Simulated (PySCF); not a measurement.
**CBr: a base run and its variants**

Base input, run as `OMP_NUM_THREADS=1 python input.py` with PySCF 2.14:

```python
from pyscf import gto, dft

mol = gto.M(
    atom='C 0 0 0; Br 0 0 1.825',
    basis='sbkjc',
    ecp={'C': 'sbkjc', 'Br': 'sbkjc'},
    charge=0,
    spin=1,
    verbose=3,
)
mf = dft.UKS(mol, xc='wb97x')
mf.kernel()
mf.dip_moment()
print('orbital energies (hartree):', [e[max(0, n-3):n+3].round(4) for e, n in zip(mf.mo_energy, mol.nelec)])
```

Base result: E(SCF) = -18.823875 Eh, ⟨S²⟩ = 0.753, μz(SCF) = 1.22 D. The bond length is a typed value, not an optimised one. No search for the lowest solution was made.

It ran on Intel Xeon Platinum 8488C (1 thread, shared host) in 1.6 s.

Each row names what differs from the base; energies in brackets are changes from the base.

| change | result | wall time (s) |
| --- | --- | --- |
| spin (2S): 1 → 3 [a high spin state] | E(SCF) = -18.749913 Eh (+2.0126 eV), ⟨S²⟩ = 3.755, μz(SCF) = 0.49 D | 1.1 |
| cycle limit: 50 → 5 | not converged: SCF | 0.89 |
| second-order solver: off → on | E(SCF) = -18.823844 Eh (+0.0008 eV), ⟨S²⟩ = 0.753, μz(SCF) = 1.22 D | 2.7 |
| basis set: sbkjc → 6-31g(3d); core potential: on → off [unsound on purpose] | stops with BasisNotFoundError (Basis set not found for Br in 6-31g(3d)) | 0.59 |
| functional: wb97x → pbe | E(SCF) = -18.844047 Eh, ⟨S²⟩ = 0.753, μz(SCF) = 1.54 D | 1.2 |
| electric field along z (a.u.): none → 0.001 | E(SCF) = -18.824374 Eh (-0.0136 eV), ⟨S²⟩ = 0.753, μz(SCF) = 1.32 D | 1.4 |
| step after the SCF: none → gradient | E(SCF) = -18.823875 Eh (+0.0000 eV), ⟨S²⟩ = 0.753, μz(SCF) = 1.22 D, gradient on the second atom -0.0398 Eh/bohr | 1.8 |
| geometry: bond 1.825 → bond 3.65 | E(SCF) = -18.671154 Eh (+4.1557 eV), ⟨S²⟩ = 0.754, μz(SCF) = -5.52 D | 2.5 |
| density fitting: none → cc-pvdz-jkfit | E(SCF) = -18.823882 Eh (-0.0002 eV), ⟨S²⟩ = 0.753, μz(SCF) = 1.22 D | 1.8 |
| point-group symmetry: off → on [may be another electronic state] | not converged: SCF | 3.2 |
| functional: wb97x → revtpss | E(SCF) = -18.820441 Eh, ⟨S²⟩ = 0.756, μz(SCF) = 1.42 D | 1.8 |
| charge: 0 → 1; spin (2S): 1 → 2 [another spin of the ion may lie lower] [a high spin state] | E(SCF) = -18.391104 Eh (+11.7763 eV), ⟨S²⟩ = 2.036 | 1.7 |
| electric field along z (a.u.): none → -0.01 | E(SCF) = -18.821083 Eh (+0.0760 eV), ⟨S²⟩ = 0.753, μz(SCF) = 0.19 D | 1.5 |
| geometry: bond 1.825 → bond 0.1 [unsound on purpose] | E(SCF) = 112.936429 Eh, ⟨S²⟩ = 0.758, μz(SCF) = 0.90 D | 1.2 |
| basis set: sbkjc → jorge-dzp; core potential: on → off | E(SCF) = -2612.017664 Eh, ⟨S²⟩ = 0.755, μz(SCF) = 1.30 D | 4.8 |
| functional: wb97x → slater, [unsound on purpose] | E(SCF) = -18.207165 Eh, ⟨S²⟩ = 0.761, μz(SCF) = 1.60 D | 0.77 |
| step after the SCF: none → mp2; SCF type: UKS → UHF; functional: wb97x → none (Hartree–Fock); frozen orbitals: default → 0 | E(SCF) = -18.454467 Eh, E(MP2) − E(SCF) = -0.07360 Eh, ⟨S²⟩ = 0.758, μz(SCF) = 0.66 D | 0.67 |
| convergence threshold: default → 1e-16 | E(SCF) = -18.823875 Eh (+0.0000 eV), ⟨S²⟩ = 0.753, μz(SCF) = 1.22 D | 2.2 |
| spin-free X2C: off → on [unsound on purpose] | stops with NotImplementedError | 0.52 |
| PCM solvent, dielectric constant: none → 78.36 | E(SCF) = -18.826628 Eh (-0.0749 eV), ⟨S²⟩ = 0.754, μz(SCF) = 1.64 D | 2.6 |
| basis set: sbkjc → 6-31g; core potential: on → off | E(SCF) = -2611.698141 Eh, ⟨S²⟩ = 0.754, μz(SCF) = 1.14 D | 3.7 |

Question: Order these changes by how far they move the SCF energy from the base, largest first: (1) PCM solvent, dielectric constant: none → 78.36; (2) electric field along z (a.u.): none → -0.01; (3) electric field along z (a.u.): none → 0.001; (4) geometry: bond 1.825 → bond 3.65.

Answer: (4) +4.1557 eV, (2) +0.0760 eV, (1) -0.0749 eV, (3) -0.0136 eV.
